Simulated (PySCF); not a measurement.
Cl4H2Si2, SMILES Cl[SiH2][Si](Cl)(Cl)Cl. Atoms are numbered in the order given.

```xyz
8

Si     1.2132     1.3540     0.0000
Cl    -0.1834     2.8758     0.0000
Si     0.0066    -0.6177     0.0000
Cl    -1.1782    -0.7189     1.6647
Cl    -1.1782    -0.7189    -1.6647
Cl     1.2938    -2.2142     0.0000
H      2.0525     1.4443     1.2218
H      2.0525     1.4443    -1.2218
```
Charge 0, spin multiplicity 1.

The structure is a stationary point at ωB97X-D3(BJ)/def2-SVP. Other conformers were not sampled.

Vertical ionisation energy (IE) and electron affinity (EA) in eV. Rows of orbital energies are one-electron estimates. Where ΔSCF, EOM or ADC give a negative EA the extra electron is unbound and the value depends on the basis.

```csv
level,IE,EA
"−ε(HOMO), −ε(LUMO), HF/def2-TZVP (PySCF)",11.38,-2.26
"−ε(HOMO), −ε(LUMO), PBE/def2-TZVP (PySCF)",7.28,2.01
```
